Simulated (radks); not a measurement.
Trend from Mg to Ar: ionisation energy by Delta-SCF between NIST ground configurations, and size. Method: Dirac Kohn-Sham, BLYP, spin-unpolarised, spherical densities, point nucleus; open shells are shared between the two j in proportion to 2j + 1; computed with a radial shooting solver on a logarithmic mesh with Libxc functionals.

species  configuration  configuration of the ion  IE (eV)  NIST (eV)  kind   -e(HOMO) (eV)  outermost  <r> outermost (bohr)
Mg            [Ne] 3s2                  [Ne] 3s1    7.894      7.646  exp.   4.572 (3s1/2)      3s1/2                  3.14
Al        [Ne] 3s2 3p1                  [Ne] 3s2    5.627      5.986  exp.   2.558 (3p3/2)      3p3/2                  3.50
Si        [Ne] 3s2 3p2              [Ne] 3s2 3p1    7.589      8.152  exp.   3.917 (3p3/2)      3p3/2                  2.82
P         [Ne] 3s2 3p3              [Ne] 3s2 3p2    9.576     10.487  exp.   5.338 (3p3/2)      3p3/2                  2.39
S         [Ne] 3s2 3p4              [Ne] 3s2 3p3   11.619     10.360  exp.   6.836 (3p3/2)      3p3/2                  2.08
Cl        [Ne] 3s2 3p5              [Ne] 3s2 3p4   13.731     12.968  exp.   8.417 (3p3/2)      3p3/2                  1.85
Ar                [Ar]              [Ne] 3s2 3p5   15.919     15.760  exp.  10.082 (3p3/2)      3p3/2                  1.67

Reference values: NIST Atomic Spectra Database (exp. = measured, semi-emp. = semi-empirical, theory = theoretical value adopted there). Spin polarisation and multiplet splitting are left out, so open shells lie too high by an amount that depends on their filling.

Beside tabulated values, note that spin-unpolarised runs miss the spin-polarisation part of the exchange energy of open shells.
